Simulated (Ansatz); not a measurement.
Mulliken charges of AlCl3H3P (`[PH3+][Al-]([Cl])([Cl])[Cl]`) from B3LYP/def2-TZVPP in Ansatz (PBE0-D4/def2-TZVP geometry).

| atom | x (Å) | y (Å) | z (Å) | charge (e) |
| --- | --- | --- | --- | --- |
| P1 | -0.999 | -0.133 | 0.481 | 0.048 |
| Al2 | 1.217 | 0.143 | -0.589 | 0.522 |
| Cl3 | 2.373 | -1.098 | 0.658 | -0.274 |
| Cl4 | 0.775 | -0.576 | -2.518 | -0.274 |
| Cl5 | 1.463 | 2.223 | -0.370 | -0.274 |
| H6 | -1.120 | 0.252 | 1.828 | 0.084 |
| H7 | -1.534 | -1.433 | 0.537 | 0.084 |
| H8 | -2.082 | 0.565 | -0.083 | 0.084 |

Question: By hand: the dipole of these point charges (1 e Å = 4.8032 D).

Answer: Σ q r = (-1.074, -0.134, 0.518) e Å, of length 1.200 e Å = 5.76 D.

Question: How does the dipole of the full density compare? (Best estimate.)

Answer: Computed: (-1.028, -0.128, 0.496) e Å, 5.52 D; the point charges give 1.04 times that, at 0° from its direction.

Point charges leave out the atoms' own dipoles, such as those of lone pairs, and Mulliken's split depends on the basis, so the close match here is no proof of good charges.

B3LYP here is the variant with VWN-RPA as its local correlation; programs differ in this.
